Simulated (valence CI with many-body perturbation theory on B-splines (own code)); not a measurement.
In XVIII: calculated level list

Calculated by valence CI with perturbative core correlation (CI+MBPT): four valence electrons over a frozen Dirac-Fock core [Ar] 3d10, a basis of 11 s, 11 p, 9 d, 7 f, 5 g, 2 h, 1 i functions for each j, with the one-electron correlation potential Σ1 (screened to all orders), the two-electron term Σ2, the three-electron term Σ3, Breit, model QED; selected single and double excitations, second order for the rest (own B-spline code, finite nucleus).

No measured spectrum was set against this ion. As an estimate, levels hold to about 250 cm⁻¹ or 0.2 % of their energy and the worst to 1 %, as in measured heavy ions of charge 2 to 7; those with d or f electrons hold less well.

Levels 46 to 72 of 72, with energies above the lowest level, 4s2.4p2 3P_0. "Leading %" is the weight of the configuration and term that name the level; weights of strongly mixed levels are sums over their largest components and can fall short. Lifetimes count E1, E2, E3, M1 and M2 decay at the calculated energies, and are blank where another channel may lead or the interval is too uncertain; long ones can be off by a factor of two.

```
No.  Configuration  Term  J  E (eV)  Leading %  Lifetime   Second component
 46      4s.4p2.4d    5P  3  127.35         48   7.62 ps  27 % 4s.4p2.4d 5D
 47      4s.4p2.4d    5P  2  128.07         74   5.30 ps   9 % 4s.4p2.4d 3P
 48      4s.4p2.4d    5P  1  128.54         76   5.28 ps  11 % 4s.4p2.4d 3P
 49      4s.4p2.4d    3P  1  129.72         43   8.52 ps  18 % 4s.4p2.4d 3D
 50      4s.4p2.4d    3G  3  129.96         72   58.3 ps  16 % 4s.4p2.4d 1F
 51      4s.4p2.4d    3F  4  130.02         40    106 ps  24 % 4s.4p2.4d 5D
 52      4s.4p2.4d    3F  2  130.95         45   12.0 ps  19 % 4s.4p2.4d 3P
 53      4s.4p2.4d    3G  4  132.32         68   59.2 ps  19 % 4s.4p2.4d 3F
 54      4s.4p2.4d    3D  3  133.96         47   15.4 ps  22 % 4s.4p2.4d 1F
 55      4s.4p2.4d    3P  0  134.26         65   9.35 ps        14 % 4p4 3P
 56      4s.4p2.4d    3D  1  134.55         59   15.0 ps  12 % 4s.4p2.4d 3P
 57      4s.4p2.4d    3D  3  135.07         41   7.08 ps  16 % 4s.4p2.4d 3F
 58      4s.4p2.4d    3G  5  135.20         80    118 ps  16 % 4s.4p2.4d 5F
 59      4s.4p2.4d    1G  4  135.44         57   35.2 ps  29 % 4s.4p2.4d 3F
 60      4s.4p2.4d    3D  1  135.63         69   8.94 ps  14 % 4s.4p2.4d 1P
 61      4s.4p2.4d    3D  2  136.89         53   7.71 ps  15 % 4s.4p2.4d 3F
 62      4s.4p2.4d    3D  1  137.14         71   5.86 ps   9 % 4s.4p2.4d 1P
 63      4s.4p2.4d    3P  0  137.67         89   6.28 ps     7 % 4s2.4d2 3P
 64      4s.4p2.4d    3F  3  137.85         47   9.95 ps  23 % 4s.4p2.4d 3D
 65      4s.4p2.4d    3D  2  137.96         70   7.29 ps  13 % 4s.4p2.4d 3F
 66      4s.4p2.4d    3F  2  138.44         45   5.09 ps  21 % 4s.4p2.4d 3D
 67      4s.4p2.4d    3P  1  138.71         52   7.39 ps  27 % 4s.4p2.4d 3S
 68      4s.4p2.4d    3D  3  139.24         36   4.27 ps  24 % 4s.4p2.4d 3F
 69      4s.4p2.4d    3D  2  139.36         50   7.04 ps  11 % 4s.4p2.4d 3F
 70      4s.4p2.4d    3P  1  141.18         31   6.14 ps  21 % 4s.4p2.4d 1P
 71      4s.4p2.4d    3P  2  141.49         48   5.65 ps  11 % 4s.4p2.4d 3D
 72      4s.4p2.4d    3F  4  142.15         76   4.06 ps   9 % 4s.4p2.4d 1G
```

Names give the largest LS component (configuration and term), which can be under half, so a name can repeat, a term be missing and a line seem to break the LS rules; names also repeat where a configuration has a term twice.

Where two levels of one J and parity lie close, their mixing, g and order are uncertain.
